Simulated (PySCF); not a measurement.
Isomers of C2H6N2. Gas-phase values, no solvent. One relaxed conformer stands for each flexible species; it need not be the lowest. Strings in code marks are SMILES.

These are PBE-D3(BJ)/def2-TZVP // B3LYP-D3(BJ)/def2-TZVP in PySCF values and carry that method's errors. All candidates: neutral, multiplicity 1. Excitations are Tamm–Dancoff values on a coarser integration grid. The basis has no diffuse functions, so Rydberg states are missing or too high.

```
Quantity               Result
-------------------  --------
T1 excitation (TDA)   4.85 eV
S1 excitation (TDA)   5.07 eV
HOMO                 -4.64 eV
```

### Question
Name which member has these values.
A) `C1NCN1`
B) `[H]/N=C(/C)N`
C) `C/N=C\N`
D) `C=NCN`

### Answer
A, `C1NCN1`. The others give `C=NCN`: 3.87 eV, 4.00 eV, -5.46 eV; `C/N=C\N`: 4.70 eV, 5.51 eV, -5.45 eV; `[H]/N=C(/C)N`: 4.90 eV, 5.68 eV, -5.66 eV
